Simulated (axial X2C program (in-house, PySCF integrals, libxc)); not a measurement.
# CoB⁺: cheaper levels and CCSD(T), 2c

Calculated with an in-house all-electron X2C program for linear molecules (integrals from PySCF). Two-component (2c) means X2C with spin–orbit coupling and atomic mean-field two-electron Coulomb and Gaunt terms. Basis: Co dyall-cv3z [9s10p6d3f2g], B dyall-v3z [7s6p2d1f] (cores contracted in-house); Gaussian nuclei, density fitting, unrestricted open shells. Masses: Co 58.933 u, B 11.009 u.

State: Ω = 7/2 (⟨Sz⟩ = 1.50, ⟨Lz⟩ = 2.00 at HF); fragments Co+ + B.

```csv
level,Re (Å),ωe (cm⁻¹)
PBE0,1.902,571.4
CCSD,1.942,480.2
TPSSh,1.884,593.0
```

Correlated methods: 11 electrons correlated (number of frozen shells: Co 3 s, 2 p; B 1 s), 229 virtual spin orbitals or spinors in MP2, 90 natural virtuals in coupled cluster.

CCSD(T), same Hamiltonian and basis:

Re = 1.890 Å, ωe = 572.0 cm⁻¹; T1 = 0.044 (Lee–Taylor normalisation).

Task: Give the differences from CCSD(T) in the columns below.

Result: 

| level | ΔRe (Å) | Δωe (cm⁻¹) |
| --- | --- | --- |
| PBE0 | 0.012 | -1 |
| CCSD | 0.052 | -92 |
| TPSSh | -0.006 | 21 |

The state is one determinant whose occupation by symmetry is held fixed; it was picked as the lowest of a PBE0 search that is not exhaustive. De is not given where an atomic determinant may have missed its ground term or J level, or where the truncated virtual space spoils (T). Density functionals use the spin component along the axis (collinear). CCSD and (T) use frozen natural virtuals with an MP2 correction for the truncation; (T) itself is uncorrected, so its De runs slightly low. Other states lie close and PBE0, whose exact exchange favours high spin, may order them wrongly; the determinant shown need not be the ground state. The nearest other 2c determinant of the search, Ω = 1/2, lies 0.12 eV up at the distance of the search. The functionals have no current-density term, which raises determinants with orbital currents, atoms included. With several unpaired electrons one determinant need not be a pure state. The T1 diagnostic is large, a sign of multireference character.
